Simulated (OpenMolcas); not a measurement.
# Ca: effect of the level shift or regulariser

```json
{
  "Program": "OpenMolcas 26.06",
  "Basis": "ANO-RCC-VTZP [6s5p2d1f]",
  "Scalar Hamiltonian": "DKH2, point nucleus",
  "Active space": "2 electrons in 4 orbitals (4s 4p)",
  "State averaging": "2S+1 = 3 even, 3 roots; 2S+1 = 1 even, 6 roots; 2S+1 = 3 odd, 3 roots; 2S+1 = 1 odd, 3 roots",
  "Spin-orbit coupling": "state interaction with AMFI integrals over the reference wave functions, term energies averaged over their components"
}
```

Methods on the same reference wave functions:
A. CASSCF
B. SS-CASPT2, IPEA 0.25 Eh, imaginary shift 0.1 Eh (closed shells correlated: 3s 3p)
C. SS-CASPT2, IPEA 0.25 Eh, real shift 0.2 Eh (closed shells correlated: 3s 3p)

Energies in cm⁻¹ above 4s² ¹S₀, the measured ground level; measured values from NIST Handbook of Basic Atomic Spectroscopic Data.

| Level | A | B | C | Measured |
| --- | --- | --- | --- | --- |
| 4s² ¹S₀ | 0.0 | 0.0 | 0.0 | 0.0 |
| 4s 4p ³P°₀ | 13637 | 14817 | 14814 | 15158 |
| 4s 4p ³P°₁ | 13676 | 14856 | 14853 | 15210 |
| 4s 4p ³P°₂ | 13754 | 14934 | 14931 | 15316 |
| 4s 4p ¹P°₁ | 29508 | 27595 | 27796 | 23652 |
| 4p² ³P₀ | 38522 | 40326 | 40310 | 38418 |
| 4p² ³P₁ | 38559 | 40363 | 40347 | 38465 |
| 4p² ³P₂ | 38632 | 40434 | 40420 | 38552 |
| 4p² ¹D₂ | 43597 | 42053 | 42628 |  |

Deviations, from unrounded energies. A percentage is the sum of absolute deviations over the sum of measured energies, with the sign that they share, or ± where signs differ.

```csv
Against measurement,Levels,A,B,C
mean absolute deviation (cm-1),7,1500,1500,1600
other configurations (%),7,±5.8,±5.8,±5.9
```

A, B, C lie about equally close to measurement. The largest miss of B in the table is 4s 4p ¹P°₁, by +3900 cm-1. The ranking rests on the paired levels alone, and a cruder setting can come out closer through cancelling errors.

Between B and C the level of the table that moves most is 4p² ¹D₂, by 570 cm-1 (lowest in B, highest in C).

The lowest spin-free term lies below A's lowest term by 0.233 hartree in B, 0.233 hartree in C.

The ¹D term of p² mixes with s d, which this space lacks. Without dynamic correlation excited terms often stand tens of per cent too high (terms of higher spin than the ground term too low), and those without a measured partner can miss by more than the paired ones (holds for A). Measured partners are found by configuration, term and J. A level has none where our copy of the source lacks it or the pairing is in doubt (some pairs that miss far off the trend of their configuration count as doubtful), and it then counts in no deviation. Levels of configurations outside the active space are missing.

° marks odd parity.
